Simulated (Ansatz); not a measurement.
Input file for Ansatz (a program for electronic structure): R-wB97X-V/def2-TZVPPD on H2O (SMILES O). The basis file is the Basis Set Exchange's JSON of that set.

Ansatz 0.2 input:
```yaml
crystal:
  periodic: [false, false, false]
  atoms:
    - {symbol: O, position_ang: [-0.00000000, 0.00000000, 0.38961139]}
    - {symbol: H, position_ang: [0.00000000, 0.76498632, -0.19485569]}
    - {symbol: H, position_ang: [0.00000000, -0.76498632, -0.19485569]}
basis:
  gaussian:
    orbitals: def2-TZVPPD.json
hamiltonian:
  xc: {name: wB97X-V}
scf: {lower_state_search: off}
```

Program output:

```
WARN ansatz: RAYON_NUM_THREADS=4 ignored (pool sized by the plan → 4); use --threads N
Functional definition: wB97X-V
these checks for a lower state are left out or cut short: stability, starts, cluster_reference, orbital_swaps, neighbouring_geometries, increment
integrals: 0.01 GiB planned
302 factors; their error is unknown
integrals: 0.05 GiB planned
104 factors; integrals over basis functions are off by at most 2.9e-5 eV
mean field: 0.18 GiB planned
mean field evaluation 1: about -2076.8924 eV, gradient 4.4e1 eV
mean field evaluation 2: about -2076.3867 eV, gradient 4.9e1 eV
mean field evaluation 4: about -2079.9556 eV, gradient 2.8e-1 eV
mean field evaluation 8: about -2079.9594 eV, gradient 2.2e-2 eV
mean field -2079.95942912 eV, -76.4370991730 hartree, gradient 7.5e-6 eV, S^2 0.000000; 0 other end points of the search recorded, 0 dependent functions left out
reference -2079.95942720 eV, -76.4370991025 hartree; 5, 5 occupied and 69, 69 virtual orbitals, 302 factors
Total energy: -2079.95942720 eV, -76.4370991025 hartree
Checks for a lower state left out: stability, starts, cluster_reference, orbital_swaps, neighbouring_geometries, increment
```

The calculation finished and met its thresholds.

Cost: very roughly 1.1 core-seconds.
